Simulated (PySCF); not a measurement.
Atom-mapped SMILES (the numbers label the heavy atoms): `[CH2:1]=[CH:2][c:3]1[n:4][nH:5][c:6]([O:7][SiH3:8])[n:9]1`; H(Xn) means a hydrogen on atom n. Ha(C1) is cis to C3; Hb(C1) is trans to C3.

One averaged value for each set of equivalent atoms, no solvent model, relativity neglected, one conformer. PBE0/pcSseg-1 with gauge-including orbitals; geometry from GFN2-xTB; PySCF 2.14.0 with density-fitted response routines.

Shifts are taken against calculated references (same method and geometry level): $^{13}$C and $^{1}$H and $^{29}$Si vs TMS; NH3 for $^{15}$N; $^{17}$O against H2O.

```csv
atoms,nucleus,count,δ (ppm)
Hb(C1),$^{1}$H,1,5.83
O7,$^{17}$O,1,85.4
N9,$^{15}$N,1,238.5
H(N5),$^{1}$H,1,?
H(Si8),$^{1}$H,3,5.10
N5,$^{15}$N,1,?
H(C2),$^{1}$H,1,6.82
C1,$^{13}$C,1,?
C2,$^{13}$C,1,135.3
N4,$^{15}$N,1,319.7
Si8,$^{29}$Si,1,-33.5
Ha(C1),$^{1}$H,1,6.78
C3,$^{13}$C,1,163.5
C6,$^{13}$C,1,?
```

Estimate the values marked ?.

Answers


- C6: 163.2 ppm, aromatic carbon bearing oxygen; the electronegative substituent deshields the carbon that carries it
- C1: 127.0 ppm, terminal =CH2 carbon; the olefinic region
- H(N5): 8.90 ppm, hydrogen on a pyrrole-type ring nitrogen; labile proton, position sensitive to the medium
- N5: 198.6 ppm, pyrrole-type ring nitrogen

OH and NH positions are those of a molecule without intermolecular hydrogen bonds; in solution they move with solvent, concentration and temperature, and exchange usually removes their couplings. Shifts are as computed. Against solution values, carbons near 30 ppm lie about +3 ppm off and those near 130 ppm about +5 ppm. Of 1309 compounds with measured shifts, 239 miss one by over three times the rms of a fit or turn the order of signals round; such compounds aren't used in these exercises. Experimental scales use liquid or dissolved standards, which lie at an offset from isolated NH3 (liquid NH3: subtract about 20 ppm) and H2O (liquid H2O: subtract about 36 ppm). Unscaled 15N shifts of sp2 nitrogen come out 20 to 40 ppm too high even then.
